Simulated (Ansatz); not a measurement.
Ansatz (an electronic-structure program) input (HF/6-31G*):

Ansatz 0.2 input:
```yaml
crystal:
  periodic: [false, false, false]
  atoms:
    - {symbol: Li, position_ang: [-1.04638695, -0.64565573, -0.88725409]}
    - {symbol: O, position_ang: [0.29487631, 0.13274153, 0.25384869]}
    - {symbol: H, position_ang: [0.78015042, 0.87503500, 0.63097276]}
basis:
  gaussian:
    orbitals: 6-31G*
hamiltonian:
  xc: {name: HF}
total_charge: 1
magnetization: {spin_polarized: true, initial_magnetization: 1}
phonons: {temperatures: {t_min: 298.15, t_max: 298.15, t_step: 100}}
```

**Question.** Which harmonic wavenumbers does it give?

**Answer.** 243, 491, 3949 cm⁻¹ (unscaled; negative means imaginary).
